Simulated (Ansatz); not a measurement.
```yaml
crystal:
  periodic: [false, false, false]
  atoms:
    - {symbol: C, position_ang: [-0.222325, 1.314360, -0.479703]}
    - {symbol: N, position_ang: [0.026405, -0.107952, -0.337815]}
    - {symbol: C, position_ang: [0.092983, -0.526892, 1.043027]}
    - {symbol: Si, position_ang: [0.185353, -0.985219, -1.797320]}
    - {symbol: Cl, position_ang: [0.521073, -2.941376, -1.083060]}
    - {symbol: H, position_ang: [0.573613, 1.900574, -0.006641]}
    - {symbol: H, position_ang: [-0.265529, 1.587505, -1.537867]}
    - {symbol: H, position_ang: [-1.174316, 1.594221, -0.014533]}
    - {symbol: H, position_ang: [0.286677, -1.595242, 1.109208]}
    - {symbol: H, position_ang: [0.891600, 0.009859, 1.568295]}
    - {symbol: H, position_ang: [-0.850034, -0.306837, 1.557010]}
basis:
  gaussian: {orbitals: def2-mTZVP}
magnetization: {spin_polarized: true, initial_magnetization: 6}
hamiltonian: {xc: {name: wB97M-V}}
output: {forces: true}
```

```sh
$ ansatz run in.yaml --threads 4 --pin off --events-out ev --progress --plain --max-ram 10444MiB
```

Shortened log:

```
Functional definition: wB97M-V
1092 factors; integrals over basis functions are off by at most 1.2e-3 eV
333 factors; integrals over basis functions are off by at most 6.0e-6 eV
mean field evaluation 1: about -24032.2772 eV, gradient 4.3e1 eV
mean field evaluation 2: about -24015.2315 eV, gradient 6.8e1 eV
mean field evaluation 4: about -24044.0087 eV, gradient 4.0e0 eV
mean field evaluation 8: about -24044.4615 eV, gradient 9.6e-1 eV
mean field evaluation 16: about -24044.5029 eV, gradient 4.5e-2 eV
mean field evaluation 32: about -24044.5032 eV, gradient 2.8e-4 eV
mean field -24044.50315037 eV, -883.6191928266 hartree, gradient 3.8e-7 eV, S^2 12.005503; 6 other end points of the search recorded, 0 dependent functions left out
reference -24044.50319573 eV, -883.6191944934 hartree; 31, 25 occupied and 88, 94 virtual orbitals, 1092 factors
Total energy: -24044.50319573 eV, -883.6191944934 hartree
Atom 0 at    -0.222325     1.314360    -0.479703 Å, force    -0.208538     1.193557    -0.194530 eV/Å
Atom 1 at     0.026405    -0.107952    -0.337815 Å, force    -0.846685     4.719176     4.756528 eV/Å
Atom 2 at     0.092983    -0.526892     1.043027 Å, force     0.100085    -0.519847     0.384045 eV/Å
Atom 3 at     0.185353    -0.985219    -1.797320 Å, force    -0.332199     2.125691    -7.283481 eV/Å
Atom 4 at     0.521073    -2.941376    -1.083060 Å, force     1.182986    -6.887892     2.012044 eV/Å
Atom 5 at     0.573613     1.900574    -0.006641 Å, force     0.043855    -0.132698     0.187858 eV/Å
Atom 6 at    -0.265529     1.587505    -1.537867 Å, force     0.049085    -0.284675     0.233045 eV/Å
Atom 7 at    -1.174316     1.594221    -0.014533 Å, force     0.002360    -0.140424     0.188716 eV/Å
Atom 8 at     0.286677    -1.595242     1.109208 Å, force     0.020001    -0.106007     0.035742 eV/Å
Atom 9 at     0.891600     0.009859     1.568295 Å, force     0.016163     0.018491    -0.157141 eV/Å
Atom 10 at    -0.850034    -0.306837     1.557010 Å, force    -0.027115     0.014627    -0.162827 eV/Å
Dipole moment:    -0.037841     0.182341     1.172361 e Å
```

In this input the spin is set far too high for this molecule. Self-consistency was reached. The result belongs to that input, not to the molecule as meant.
